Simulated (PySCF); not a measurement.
## Excitation energy of Si by level of theory

Si [Ne] 3s2 3p2 (3P) → Si [Ne] 3s2 3p1 4s1 (3P), as a difference of total energies. Computed with PySCF 2.14 in aug-cc-pwCVDZ (6s5p3d, 36 functions), with the non-relativistic Hamiltonian (point nucleus). Correlated levels: valence: [Ne] frozen. The calculations carry no spin-orbit coupling.

```json
{"method": "UHF", "excitation energy (eV)": "4.922"}
{"method": "MP2 (valence)", "excitation energy (eV)": "5.024"}
{"method": "SCS-MP2 (valence)", "excitation energy (eV)": "4.991"}
{"method": "CCSD (valence)", "excitation energy (eV)": "5.026"}
{"method": "CCSD(T) (valence)", "excitation energy (eV)": "5.024"}
{"method": "CCSDT (valence)", "excitation energy (eV)": "5.022"}
```

How much does correlation contribute at CCSD(T) (valence)?

5.024 − (4.922) = 0.102 eV, measured against UHF.

The promoted electron is Rydberg-like, and one or two diffuse shells describe it only roughly, which tends to raise the upper state.
